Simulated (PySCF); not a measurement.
Species: C3H2F3O (doublet state).
Numbering: `[O:1]=[C:2][CH2:3][C:4]([F:5])([F:6])[F:7]` (hydrogens: H8, H9 on C3)

Structure used (GFN2-xTB), in Å, numbered top down from 1:
```
atom  x, y, z in Å
O1     2.118    0.944   -0.034
C2     1.667   -0.149   -0.016
C3     0.283   -0.690   -0.008
C4    -0.814    0.382    0.009
F5    -0.765    1.179   -1.061
F6    -0.747    1.158    1.093
F7    -2.033   -0.185    0.013
H8     0.147   -1.311   -0.897
H9     0.158   -1.322    0.875
```

The hyperfine couplings belong to this conformer and change with its torsions.

Computed with PySCF, UKS B3LYP, pcH-1 on C F H O, non-relativistic, mean-field spin-orbit, GIAO. The structure is a single GFN2-xTB conformer in the gas phase; no vibrational or solvent corrections. Couplings are sensitive to structure, and on GFN2-xTB geometries they can be far from those on DFT ones. Stability of the SCF solution: not tested.

Task: Predict the first-order ENDOR lines of F5/F6/F7 and H8/H9 under fast tumbling at B = 333.2 mT (X band).

Result: ν± = |νn ± a/2|, one line for each electron-spin manifold; νn = |g_N| × 7.62259 MHz/T × B.

```csv
nuclei,isotope,g_N,νn (MHz),a_iso (MHz),lower line (MHz),upper line (MHz)
F5/F6/F7,19F,5.2577,13.35,23.57,1.57,25.14
H8/H9,1H,5.5857,14.19,-4.74,11.81,16.56
```

Task: Which pairs are centred on the nuclear Larmor frequency, and which on half the coupling?

Result: Centred on νn, since |a| < 2νn: F5/F6/F7 and H8/H9. No pair has |a| > 2νn.

Task: At what field would the lower line of F5/F6/F7 fall to zero frequency?

Result: Where νn = |a|/2, that is B = 11.78 MHz/(5.2577 × 7.62259 MHz/T) = 294 mT, as far as first order holds there.

Nuclei that the bonding pattern makes equivalent are averaged, as if the motion that swaps them (rotation, inversion, ring flip) were fast. The three 19F nuclei of mean +23.6 MHz run from 0.4 to 69.5 MHz in the frozen geometry.
